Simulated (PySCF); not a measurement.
Ionisation energy of Ga²⁴⁺ by level of theory

Ga²⁴⁺ [He] 2s2 2p3 [2p1/2^2 2p3/2^1, M_J = 3/2] → Ga²⁵⁺ [He] 2s2 2p2 [2p1/2^2, M_J = 0], as a difference of total energies. All numbers are calculated (PySCF 2.14, the two-component X2C-1e Hamiltonian, in an even-tempered Gaussian basis (17 s from 7.2 bohr⁻², ratio 2.4; 11 p from 9.4 bohr⁻², ratio 2.4; 5 d from 35 bohr⁻², ratio 2.6; 4 f from 53 bohr⁻², ratio 2.6)). Correlated levels: nothing frozen; the 28 highest virtual spinors dropped. "Screened" scales the spin-orbit matrix elements by Boettger's factors to mimic the two-electron term; Breit and QED terms are absent.

```
                    method  ionisation energy (eV)
           GHF (spin-free)                  2413.2
          GMP2 (spin-free)                  2413.1
 GHF (screened spin-orbit)                  2395.2
GMP2 (screened spin-orbit)                  2393.5
```

For this ion Breit and QED terms and the two-electron picture change, all absent here, outweigh the correlation shift from GHF to GMP2.

The spin-free rows relax to the high-spin LS determinant and lack the spin-orbit shift.

The labels give the starting determinants; with spin-orbit coupling the two ends relaxed to ⟨J²⟩ = 3.76, ⟨L²⟩ = 0.66, ⟨S²⟩ = 2.95 and ⟨J²⟩ = 0.00, ⟨L²⟩ = 1.33, ⟨S²⟩ = 1.33.

For comparison: 2391 ± 18 eV (semi-empirical (NIST evaluation); NIST Atomic Spectra Database, ionization energies).
